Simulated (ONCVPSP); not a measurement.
Pb: one change to an ONCV potential, before and after

Pb (Z = 82), optimised norm-conserving Vanderbilt (ONCV), made with ONCVPSP 4.0.1 (PBE, fully relativistic). Core [Kr] 4d10 4f14, reference 5s2 5p6 5d10 6s2 6p1.5 (charge +0.5). Waves: 5s+6s: rc 1.45 bohr, ncon 3, nbas 6, qcut 9.7 1/bohr, 2 projectors; 5p+6p: rc 1.70 bohr, ncon 4, nbas 7, qcut 9.9 1/bohr, 2 projectors; 5d: rc 1.95 bohr, ncon 4, nbas 8, qcut 9.7 1/bohr, 1 projector. Local part: polynomial inside 1.10 bohr (lpopt 2, dvloc0 3 Ha). Core correction: Teter function, fcfact 5, rcfact 1.35.

Open shells are filled in proportion to 2j + 1.

Change: s: qcut 8.6; p: qcut 8.8; d: qcut 8.6.

Cutoffs: the cutoffs (Ha) at which the residual kinetic energy of the hardest occupied pseudo-wave falls to 1 and 0.1 mHa per electron; they do not see the model core or the augmentation charge, which bear on the density cutoff. Errors are all-electron minus pseudo energies relative to the spin-unpolarised reference configuration.

**Question.** How do hardness, ghosts and transferability respond?

**Answer.** The potential gets softer (33 Ha and 38 Ha → 27 Ha and 32 Ha); the lowest positive-energy flag moves from none to p3/2 at 38.7 eV; of the 4 tests that both files solve, the error grows in 1 and shrinks in 0 by more than 15 % and 0.3 meV (median size 0.1 → 0.2 meV); the range in which the p3/2 phases agree narrows (upper end 3.8 → 0.6); the range in which the d5/2 phases agree widens (upper end 1.4 → at the end of the scan); neither file shows a bound ghost.

```csv
quantity,base,changed
"cutoff, loose",33 Ha,27 Ha
"cutoff, tight",38 Ha,32 Ha
loose cutoff by channel,"s 33 Ha, p 22 Ha, d 27 Ha","s 27 Ha, p 23 Ha, d 25 Ha"
bound ghosts,none,none
GHOST(+) flags under 300 eV,none,p3/2 at 38.7 eV
"error for 5s2 5p6 5d10 6s2 6p2, meV [ΔE -2.55 eV]",-0.1,+0.1
"error for 5s2 5p6 5d10 6s2 6p1, meV [ΔE 4.15 eV]",0.0,0.0
"error for 5s2 5p6 5d10 6s2 6p0, meV [ΔE 17.75 eV]",+0.1,+0.3
"error for 5s2 5p6 5d9 6s2 6p3, meV [ΔE 16.56 eV]",-1.8,+2.5
s: phases at 1.47 bohr within 0.05 rad from the reference energy up to (Ha; the scan ends near 5),to the end of the scan,to the end of the scan
p3/2: phases at 1.72 bohr within 0.05 rad from the reference energy up to (Ha; the scan ends near 5),3.8,0.6
p1/2: phases at 1.72 bohr within 0.05 rad from the reference energy up to (Ha; the scan ends near 5),to the end of the scan,to the end of the scan
d5/2: phases at 1.97 bohr within 0.05 rad from the reference energy up to (Ha; the scan ends near 5),1.4,to the end of the scan
d3/2: phases at 1.97 bohr within 0.05 rad from the reference energy up to (Ha; the scan ends near 5),1.5,to the end of the scan
"rms error of d²Exc/dni dnj with the model core, mHa",3.05,2.96
```
